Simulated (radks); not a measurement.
Results of a calculation; reference values are marked as such.
Removal energies from the phosphorus ion P12+, [He] 2s1, by Delta-SCF beside the eigenvalue of the level emptied. Code: a radial shooting solver on a logarithmic mesh with Libxc functionals. Model: Dirac Kohn-Sham, BLYP, spin-unpolarised, spherical densities, finite nucleus; Fermi nuclear charge, rms radius of each element as measured or else 0.836 A^(1/3) + 0.57 fm. Sub-shells are occupied by j as written (lower j first in brackets).

removed from  final configuration  Delta-SCF (eV)  -eigenvalue (eV)
2s1/2                        [He]          609.76            586.28
1s1/2                     1s1 2s1          2760.8            2651.3
